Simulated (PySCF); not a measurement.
**Working with the constants of Be2**

r²SCAN constants of Be2, ¹Σg⁺ (singlet), closed shell (basis Be def2-TZVPP; no relativity; PySCF 2.14; masses 9.0122 and 9.0122 u):

| Property | Result |
| --- | --- |
| ωe | 327.5 cm⁻¹ |
| ωexe | 8.0 cm⁻¹ |
| Be | 0.6043 cm⁻¹ |
| αe | 0.0170 cm⁻¹ |
| D (centrifugal) | 8.23e-06 cm⁻¹ |
| De to Be + Be | 0.353 eV |

(1) Give the vibrational terms G(v) and spacings up to v = 5.

(2) How well does the Morse estimate ωe²/(4ωexe) reproduce De, and what is D0?

Closed-shell solutions of metal pairs were not tested for spin polarisation, which can lower them a little. The bond is weak. Basis-set superposition, not corrected here, can be much of De in a small basis, most of all at correlated wavefunction levels. Functionals without a dispersion term scatter widely for such bonds, and LDA overbinds them.

## Answers

(1) G(v) = ωe(v+½) − ωexe(v+½)².

```tsv
v	G(v) (cm⁻¹)	G(v) − G(v−1)	Bv (cm⁻¹)
0	162		0.5958
1	473	312	0.5788
2	769	296	0.5618
3	1048	280	0.5448
4	1312	264	0.5278
5	1559	248	0.5108
```

(2) It gives 0.416 eV, 118 % of the computed De. D0 = De − G(0) = 0.353 − 0.020 = 0.333 eV.
